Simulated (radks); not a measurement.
The mean radii <r> (bohr) of the occupied orbitals of an atom or ion are listed with their occupations. Calculated with a radial shooting solver on a logarithmic mesh with Libxc functionals: Dirac Kohn-Sham, BP86, spin-unpolarised, spherical densities, point nucleus.

| orbital | occ. | <r> |
|---|---|---|
| 1s1/2 | 2 | 0.01898 |
| 2s1/2 | 2 | 0.07975 |
| 2p1/2 | 2 | 0.06611 |
| 2p3/2 | 4 | 0.07384 |
| 3s1/2 | 2 | 0.2081 |
| 3p1/2 | 2 | 0.1980 |
| 3p3/2 | 4 | 0.2124 |
| 3d3/2 | 4 | 0.1863 |
| 3d5/2 | 6 | 0.1907 |
| 4s1/2 | 2 | 0.4682 |
| 4p1/2 | 2 | 0.4747 |
| 4p3/2 | 4 | 0.5076 |
| 4d3/2 | 4 | 0.5284 |
| 4d5/2 | 6 | 0.5399 |
| 5p1/2 | 2 | 1.216 |
| 5p3/2 | 4 | 1.307 |
| 4f5/2 | 6 | 0.6520 |
| 4f7/2 | 8 | 0.6622 |
| 5d3/2 | 0.8 | 1.737 |
| 5d5/2 | 1.2 | 1.776 |
| 5f5/2 | 0.857143 | 4.484 |
| 5f7/2 | 1.14286 | 4.504 |

Name the element and its charge. Open shells, if any, are shared by 2j + 1.

Answer. Z = 72, hafnium, charge +2: Hf2+ in [Kr] 4d10 4f14 5p6 5d2 5f2. The 1s radius gives Z: for a bare nucleus <r> = (2 gamma + 1)/(2Z) with gamma = sqrt(1 - (Z/c)^2), 0.01876 bohr for Z = 72, and screening makes it slightly larger (0.01898 here). The occupations add up to 70, and the charge is Z minus that.
